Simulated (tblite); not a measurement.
Compound: C5H11BFN.
Atom-mapped SMILES: `[CH2:1]=[C:2]([BH:3][NH2:4])[C@H:5]([F:6])[CH2:7][CH3:8]` (hydrogens: H9, H10 on C1; H11 on B3; H12, H13 on N4; H14 on C5; H15, H16 on C7; H17, H18, H19 on C8)

Computed with GFN2-xTB (tblite), gas phase: L-BFGS steps from a force-field or distance-geometry start until the largest atomic force falls under 0.01 eV/Å.

Step 72: E = -685.7753 eV
```
atom  x, y, z in Å  |  force x, y, z in eV/Å
C1      0.8507   -2.1601   -0.8669   -0.002  -0.007  -0.001
C2      0.7995   -1.0510   -0.1305   -0.009   0.002  -0.008
B3      2.1047   -0.2766    0.2654   -0.021   0.029  -0.003
N4      2.0702    0.8957    0.9976   -0.028   0.003   0.000
C5     -0.5458   -0.5085    0.2913   -0.003   0.002  -0.019
F6     -1.5229   -1.4962    0.2550    0.006  -0.001   0.020
C7     -0.9927    0.6283   -0.6338   -0.006   0.003   0.005
C8     -2.2456    1.3322   -0.1239   -0.005  -0.009  -0.007
H9     -0.0299   -2.7127   -1.1588    0.008   0.022   0.028
H10     1.7948   -2.5607   -1.1941   -0.001  -0.015  -0.007
H11     3.1467   -0.6846   -0.0755    0.042  -0.022  -0.006
H12     2.8961    1.4093    1.2535    0.019  -0.005   0.009
H13     1.2296    1.3303    1.3398   -0.021  -0.006   0.004
H14    -0.5234   -0.1770    1.3395    0.005   0.004  -0.026
H15    -0.1693    1.3362   -0.7399   -0.009  -0.006  -0.005
H16    -1.1912    0.1902   -1.6148    0.011   0.012   0.013
H17    -2.6025    2.0462   -0.8627    0.004   0.008   0.024
H18    -3.0318    0.6031    0.0587   -0.001   0.011  -0.005
H19    -2.0469    1.8650    0.8050    0.010  -0.024  -0.017
```

Step 73: E = -685.7756 eV
```
atom  x, y, z in Å  |  force x, y, z in eV/Å
C1      0.8522   -2.1609   -0.8655   -0.001  -0.005   0.003
C2      0.7994   -1.0503   -0.1318   -0.015   0.007   0.001
B3      2.1037   -0.2753    0.2632   -0.020   0.024  -0.003
N4      2.0688    0.8961    0.9963   -0.010   0.022   0.019
C5     -0.5457   -0.5078    0.2900   -0.010   0.005  -0.021
F6     -1.5234   -1.4945    0.2544    0.003  -0.016   0.018
C7     -0.9929    0.6282   -0.6358   -0.010   0.011   0.006
C8     -2.2450    1.3323   -0.1231   -0.003  -0.009  -0.008
H9     -0.0282   -2.7153   -1.1534    0.003   0.010   0.017
H10     1.7970   -2.5599   -1.1927   -0.007  -0.018  -0.008
H11     3.1454   -0.6838   -0.0769    0.050  -0.021  -0.009
H12     2.8969    1.4056    1.2554   -0.011  -0.005   0.005
H13     1.2281    1.3299    1.3403   -0.001  -0.008  -0.002
H14    -0.5253   -0.1750    1.3379    0.016   0.002  -0.029
H15    -0.1695    1.3356   -0.7439   -0.005   0.001   0.001
H16    -1.1919    0.1900   -1.6168    0.003   0.012   0.020
H17    -2.6011    2.0505   -0.8584    0.005   0.003   0.024
H18    -3.0318    0.6033    0.0568   -0.005   0.009  -0.009
H19    -2.0465    1.8601    0.8089    0.017  -0.023  -0.025
```

Question: Estimate the geometry and energy of step 74. (The exact step hangs on the optimiser's Hessian estimate; all steps are aligned on step 73, rigid shifts and turns removed.)

Answer: E = -685.7759 eV, largest force 0.039 eV/Å
```
atom  x, y, z in Å  |  force x, y, z in eV/Å
C1      0.8537   -2.1628   -0.8639   -0.007   0.001   0.012
C2      0.7989   -1.0498   -0.1337   -0.007   0.005   0.001
B3      2.1024   -0.2726    0.2600    0.002   0.010  -0.006
N4      2.0666    0.8973    0.9956    0.022   0.003   0.010
C5     -0.5463   -0.5082    0.2885   -0.014   0.006  -0.018
F6     -1.5248   -1.4942    0.2526    0.008  -0.018   0.014
C7     -0.9930    0.6285   -0.6367   -0.008   0.010   0.003
C8     -2.2440    1.3330   -0.1225   -0.003  -0.007  -0.006
H9     -0.0263   -2.7203   -1.1463    0.004   0.005   0.007
H10     1.7991   -2.5597   -1.1923   -0.014  -0.019  -0.005
H11     3.1454   -0.6819   -0.0802    0.019  -0.004   0.001
H12     2.8963    1.4029    1.2579   -0.024   0.001   0.004
H13     1.2263    1.3299    1.3407   -0.010   0.001   0.004
H14    -0.5269   -0.1756    1.3366    0.023   0.001  -0.031
H15    -0.1689    1.3350   -0.7456   -0.005   0.004   0.005
H16    -1.1924    0.1909   -1.6178   -0.002   0.010   0.018
H17    -2.5988    2.0547   -0.8547    0.004   0.003   0.018
H18    -3.0319    0.6049    0.0553   -0.009   0.005  -0.013
H19    -2.0453    1.8570    0.8114    0.022  -0.018  -0.019
```

The energy changes by -0.0003 eV. The first-order estimate −F·Δx gives -0.0004 eV and the mean of the old and new forces, exact on a quadratic surface, -0.0003 eV. The step makes an angle of 77° with the force vector and moves no atom by more than 0.009 Å.

The cost below is that of the whole relaxation. Time: 0.58 s. Hardware: one thread of an Arm Neoverse V1, shared host with 32 logical CPUs at a one-minute load of 6.3.
